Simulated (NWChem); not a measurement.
A series in which one site is exchanged, each optimised at PBE0/def2-SVP with NWChem, gas phase unless a solvent is named. def2 effective core potentials on Rb, Ag, Cs; no spin-orbit coupling.

A: [Cs][F] (CsF; site = Cs)
B: [F][Ag] (AgF; site = Ag)
C: [Rb][F] (RbF; site = Rb)
D: [F][Na] (NaF; site = Na)

Rank them by orbital gap (eV), PBE0/def2-SVP, lowest first.

C (4.45), B (4.66), D (4.84), A (4.88)
